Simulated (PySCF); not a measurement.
Computed spin Hamiltonian

Compound: C8H11 (doublet state).
Numbering: `[CH3:1][C:2]1=[CH:3][C@@H:4]2[CH2:5][CH:6][C@H:7]1[CH2:8]2` (hydrogens: H9, H10, H11 on C1; H12 on C3; H13 on C4; H14, H15 on C5; H16 on C6; H17 on C7; H18, H19 on C8)

Structure used (GFN2-xTB), in Å, numbered top down from 1:
```
atom  x, y, z in Å
C1     2.3876   -0.3493   -0.3405
C2     0.9417   -0.3847   -0.0039
C3    -0.0117   -1.2390   -0.3735
C4    -1.3252   -0.7149    0.1526
C5    -1.6175    0.5685   -0.6661
C6    -0.5001    1.4474   -0.2316
C7     0.2626    0.7134    0.8160
C8    -0.8591   -0.1008    1.4789
H9     2.9898   -0.3604    0.5684
H10    2.6599   -1.2043   -0.9550
H11    2.6264    0.5641   -0.8852
H12    0.0839   -2.1026   -1.0055
H13   -2.1468   -1.4261    0.1934
H14   -1.6335    0.3865   -1.7452
H15   -2.5951    0.9824   -0.3929
H16   -0.0977    2.2494   -0.8206
H17    0.9195    1.3039    1.4494
H18   -1.6120    0.5201    1.9624
H19   -0.4823   -0.8445    2.1798
```

The hyperfine couplings belong to this conformer and change with its torsions.

Computed with UKS B3LYP, pcH-1 on C H, non-relativistic, mean-field spin-orbit, GIAO in PySCF. Geometry: GFN2-xTB; no solvent, vibrations or thermal averaging. The geometry wasn't refined by DFT: couplings that depend on bond lengths, twists or pyramidal angles can differ widely from those at the functional's own minimum. No stability test was run, so a lower SCF solution isn't excluded.

```json
{"g1, g2, g3": "2.00227, 2.00275, 2.00296", "g_iso": "2.00266", "Form of g": "rhombic: the two nearest values differ by 31 % of g3 − g1", "⟨S²⟩": "0.7550 (exact 0.7500)", "α and β electrons": "30, 29", "Basis functions": "310"}
```

Hyperfine couplings atom by atom, in MHz; T1 to T3 are the principal values of the dipolar part; ρ(0) is the spin density at the nucleus:

```
atom  isotope  a_iso     T1     T2     T3  Mulliken spin population  ρ(0) (bohr⁻³)
  C1      13C    0.7   -0.8   -0.4    1.1                      0.01         0.0006
  C2      13C   59.3  -10.8   -1.6   12.4                     -0.01         0.0528
  C3      13C    6.6   -8.2   -6.8   15.1                      0.10         0.0058
  C4      13C   -1.7   -1.7   -0.5    2.2                      0.00        -0.0015
  C5      13C  -20.3   -1.9   -0.2    2.1                     -0.07        -0.0181
  C6      13C  112.4  -78.3  -78.0  156.3                      0.99         0.1000
  C7      13C  -23.2   -2.6    0.1    2.4                     -0.06        -0.0207
  C8      13C    6.6   -3.6   -2.3    5.9                      0.02         0.0059
  H9       1H   -3.3   -1.3   -1.0    2.3                      0.00        -0.0007
 H10       1H    2.9   -1.3   -0.7    2.0                      0.00         0.0006
 H11       1H   -4.5   -2.1   -1.6    3.7                      0.00        -0.0010
 H12       1H   -3.7   -4.9   -0.8    5.7                      0.00        -0.0008
 H13       1H   -0.8   -2.0   -0.9    3.0                      0.00        -0.0002
 H14       1H   61.6   -4.6   -3.0    7.6                      0.03         0.0138
 H15       1H   98.1   -5.8   -3.6    9.4                      0.04         0.0219
 H16       1H  -51.0  -37.3   -0.3   37.6                     -0.04        -0.0114
 H17       1H   14.9   -4.5   -3.9    8.4                      0.01         0.0033
 H18       1H   -0.2   -4.6   -2.1    6.7                      0.00         0.0000
 H19       1H    4.8   -2.2   -1.9    4.2                      0.00         0.0011
```

The Mulliken spin populations are largest on C6 (+0.99), C3 (+0.10), C5 (-0.07) and C7 (-0.06). C6 is the only atom above +0.15. The angles at C6 add up to 355.9°, so it is nearly planar; its axial dipolar tensor and the negative coupling of its proton fit spin in a p orbital normal to that plane.

Under fast tumbling the dipolar parts average out, and these isotropic splittings remain (the largest six): 1 × 1H (H15, I = 1/2, 2 lines) with 3.50 mT, 1 × 1H (H14, I = 1/2, 2 lines) with 2.20 mT, 1 × 1H (H16, I = 1/2, 2 lines) with 1.82 mT, 1 × 1H (H17, I = 1/2, 2 lines) with 0.53 mT, 1 × 1H (H19, I = 1/2, 2 lines) with 0.17 mT and 1 × 1H (H12, I = 1/2, 2 lines) with 0.13 mT.

Class means assume fast exchange of nuclei equivalent by connectivity; if that motion is slow, each nucleus keeps its own coupling. The three 1H nuclei of mean -1.6 MHz run from -4.5 to 2.9 MHz in the frozen geometry.

The 13C coupling of C6 (112.4 MHz) shows only in satellite lines or after enrichment, since that isotope makes up about 1.07 % of natural carbon.
